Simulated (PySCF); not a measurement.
Continuum solvent and chemical shifts

Geometry:
| atom | x (Å) | y (Å) | z (Å) |
| --- | --- | --- | --- |
| H1 | 4.210 | 0.782 | -0.281 |
| N2 | 3.511 | 0.343 | 0.325 |
| C3 | 2.362 | 0.417 | -0.206 |
| C4 | 1.172 | -0.144 | 0.470 |
| C5 | 0.098 | -0.747 | -0.381 |
| C6 | -1.054 | -0.598 | 0.553 |
| C7 | -2.458 | -0.580 | 0.017 |
| C8 | -0.145 | 0.568 | 0.264 |
| C9 | -0.431 | 1.857 | -0.249 |
| C10 | -0.685 | 2.970 | -0.663 |
| H11 | 2.161 | 0.897 | -1.185 |
| H12 | 1.383 | -0.582 | 1.456 |
| H13 | 0.116 | -1.003 | -1.440 |
| H14 | -0.943 | -1.056 | 1.549 |
| H15 | -3.125 | -0.023 | 0.691 |
| H16 | -2.854 | -1.602 | -0.078 |
| H17 | -2.502 | -0.098 | -0.971 |
| H18 | -0.908 | 3.954 | -1.030 |

GIAO PBE0/pcSseg-1 in PySCF 2.14 on one PBE0-D3(BJ)/def2-SVP conformer, non-relativistic, equivalent nuclei averaged. Solvents enter as an IEF-PCM continuum (dichloromethane with ε = 8.9, water with ε = 78.4) around the gas-phase geometry. Shifts are referred to TMS computed in the same medium.

Gas phase, δ in ppm: H1 10.09, H11 7.69, H18 2.11, H13 1.90, H12 1.72, H15/H16/H17 1.20, H14 1.08, C3 175.7, C9 83.4, C10 78.1, C4 52.9, C6 42.5, C5 22.6, C7 14.8. Dipole moment 2.50 D.

Task: How does each δ change in the continuum?

Result: 
```json
{"atoms": "H1", "environment": "hydrogen on an imine nitrogen", "Δδ, dichloromethane": "-0.09", "Δδ, water": "-0.11"}
{"atoms": "H11", "environment": "hydrogen on a C=N carbon", "Δδ, dichloromethane": "+0.13", "Δδ, water": "+0.17"}
{"atoms": "H18", "environment": "hydrogen on a terminal alkyne carbon", "Δδ, dichloromethane": "+0.40", "Δδ, water": "+0.47"}
{"atoms": "H13", "environment": "hydrogen on a three-membered-ring carbon", "Δδ, dichloromethane": "+0.50", "Δδ, water": "+0.61"}
{"atoms": "H12", "environment": "hydrogen on a three-membered-ring carbon", "Δδ, dichloromethane": "-0.05", "Δδ, water": "-0.08"}
{"atoms": "H15/H16/H17", "environment": "hydrogen on a methyl carbon", "Δδ, dichloromethane": "+0.04", "Δδ, water": "+0.05"}
{"atoms": "H14", "environment": "hydrogen on a three-membered-ring carbon", "Δδ, dichloromethane": "+0.18", "Δδ, water": "+0.21"}
{"atoms": "C3", "environment": "C=N carbon", "Δδ, dichloromethane": "+4.7", "Δδ, water": "+5.7"}
{"atoms": "C9", "environment": "alkyne carbon", "Δδ, dichloromethane": "+2.0", "Δδ, water": "+2.3"}
{"atoms": "C10", "environment": "terminal alkyne carbon", "Δδ, dichloromethane": "+1.6", "Δδ, water": "+2.0"}
{"atoms": "C4", "environment": "three-membered-ring carbon", "Δδ, dichloromethane": "+1.0", "Δδ, water": "+1.2"}
{"atoms": "C6", "environment": "three-membered-ring carbon", "Δδ, dichloromethane": "+1.4", "Δδ, water": "+1.7"}
{"atoms": "C5", "environment": "three-membered-ring carbon", "Δδ, dichloromethane": "+1.4", "Δδ, water": "+1.7"}
{"atoms": "C7", "environment": "methyl carbon", "Δδ, dichloromethane": "+0.4", "Δδ, water": "+0.4"}
```

Changes are relative to the gas phase. The dipole moment becomes 3.15 D in dichloromethane, 3.30 D in water.

Task: Which of the listed nuclei move most (in ppm), and what does the model miss? (N and O are left out, as their reference compounds move with the solvent too.)

Result: C3 (C=N carbon, +5.7 ppm) in water. A continuum only polarises the solute; specific hydrogen bonds, the anisotropy of aromatic solvents and changes of geometry or conformer are outside it.
